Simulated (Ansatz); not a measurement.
Al(AsH3)H3 (AlAsH₆). The state is a singlet with charge 0. Geometry r2SCAN-D4/def2-TZVP, basis def2-TZVP, Ansatz.

```xyz
8

Al    0.392    0.986    1.091
As   -0.281   -0.708   -0.785
H     0.070   -2.166   -0.646
H     0.232   -0.527   -2.190
H    -1.733   -0.900   -1.142
H     1.963    0.711    1.034
H    -0.460    0.313    2.260
H    -0.183    2.292    0.378
```

| run | HOMO (eV) | LUMO (eV) |
| --- | --- | --- |
| A | -10.99 | 2.48 |
| B | -7.71 | -0.59 |
| C | -8.08 | -0.11 |
| D | -9.08 | 0.44 |
| E | -10.67 | 1.72 |
| F | -7.88 | -0.31 |

LC-ωPBE has ω = 0.4 bohr⁻¹. B3LYP takes the VWN-RPA correlation.

Question: The runs used B3LYP, BHLYP, HF, LC-ωPBE, PBE0, r2SCAN0. Estimate which is which.

Answer: A HF (100 % exact exchange); B B3LYP (20 % exact exchange); C r2SCAN0 (25 % exact exchange); D BHLYP (50 % exact exchange); E LC-ωPBE (range-separated); F PBE0 (25 % exact exchange). Exact exchange lowers occupied and raises empty levels; among semilocal functionals meta-GGAs tend to open the gap a little, and such runs are hard to tell apart. The gap grows from 7.12 eV (B3LYP) to 13.47 eV (HF).
